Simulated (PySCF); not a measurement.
Compounds:
1. `CC(=O)C(F)F`, C3H4F2O
2. SMILES Clc1c(F)cc2ccccc2c1, C10H6ClF
3. `Cn1cc(C(=O)[O-])c[n+]1C`, C6H8N2O2
4. SMILES C(/C(=C)[SiH3])=N\C1CC1, C6H11NSi
5. `CC(C/P=C(\C)F)(C)C`, C7H14FP
6. `CC(C)(C)[SiH2]C[SiH3]`, C5H16Si2

- structure optimised with GFN2-xTB
- shieldings: GIAO PBE0/pcSseg-1
- run in PySCF 2.14
- single conformer, no solvent, fast rotation and ring inversion assumed for equivalent nuclei, no relativistic terms

Shifts are taken against calculated references (same method and geometry level): ¹H (31.72 ppm), ¹³C (186.93 ppm) vs TMS. Shifts are as computed. Against solution values, carbons near 30 ppm lie about +3 ppm off and those near 130 ppm about +5 ppm; carbons on Cl a further +6 ppm. Of 1211 compounds with measured shifts, 218 miss one by over three times the rms of a fit or turn the order of signals round; such compounds aren't used in these exercises. Carbons bonded to Cl come out too deshielded.

(1) Which show a ¹³C signal between 100 and 160 ppm?

(2) Which show a ¹³C signal between 160 and 185 ppm?

(3) Which show a ¹H signal below 0.7 ppm from a carbon-bound hydrogen?

(4) Which give exactly 4 ¹³C signals?

Answers

(1) 1 (118.4: sp3 CH bonded to 2 F, α to a carbonyl); 2 (136.5, 136.2, 134.2, 133.2: ring-fusion aromatic carbon, aromatic CH); 3 (152.9, 148.9, 146.3: substituted aromatic carbon, carboxylate carbon, aromatic CH next to a ring nitrogen); 4 (154.9, 141.4: fully substituted alkene carbon, terminal =CH2 carbon).

(2) 2 (166.2: aromatic carbon bearing fluorine); 4 (167.6: C=N carbon).

(3) 6 (-0.20: hydrogen on an sp3 CH2 bonded to 2 Si).

(4) 3 (δ 152.9, 148.9, 146.3, 34.7).
